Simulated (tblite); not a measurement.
All values are computed: GFN2-xTB (tblite) harmonic vibrations without scaling, gas phase. Errors from tens to a few hundred cm⁻¹ against measured bands are possible. Modes of hydrogen on silicon can be 10 to 20 % off. One conformer each. Open shells enter through the occupations alone, without spin polarisation, and single modes of such species can be off by tens of per cent. Thermal functions are those of the rigid rotor and harmonic oscillator, without mixing of conformers.

Question: Order these by their ideal-gas entropy at 298.15 K and 1 bar, highest first (cal/(mol K)).
A. `CC(C)[Si@@H]1CC[SiH2]N1`
B. `C=C(CC)C(=O)N(C)CC`
C. `C[Si](C)(C)/C=P\C(F)(F)F`
D. `NCC1=C[C@@H]2C=C[C]12` [radical]
E. `CO[C@H]1C[C@@](C)(F)C1`
F. `CC[C@](C)(F)C(C)=[O+]` [radical]

Answer: C (121.2), B (112.5), A (105.3), F (98.6), E (91.3), D (87.9).

```tsv
SMILES	atoms	mass (u)	symmetry number	modes under 300 cm⁻¹	ZPE (kcal/mol)	S translation (cal/(mol K))	S rotation	S vibration	S spin	S	Cp
C[Si](C)(C)/C=P\C(F)(F)F	20	186.02	1	14	88.3	41.6	30.8	48.8	0.0	121.2	51.2
C=C(CC)C(=O)N(C)CC	25	141.12	1	11	135.4	40.8	29.8	41.9	0.0	112.5	46.6
CC(C)[Si@@H]1CC[SiH2]N1	23	145.07	1	8	118.6	40.9	29.6	34.9	0.0	105.3	46.0
CC[C@](C)(F)C(C)=[O+]	19	118.08	1	8	96.7	40.2	28.3	28.7	1.4	98.6	38.7
CO[C@H]1C[C@@](C)(F)C1	19	118.08	1	5	100.1	40.2	28.4	22.7	0.0	91.3	34.4
NCC1=C[C@@H]2C=C[C]12	16	106.07	1	4	79.9	39.9	27.8	18.8	1.4	87.9	30.2
```

Entropies and Cp are for 298.15 K and 1 bar.
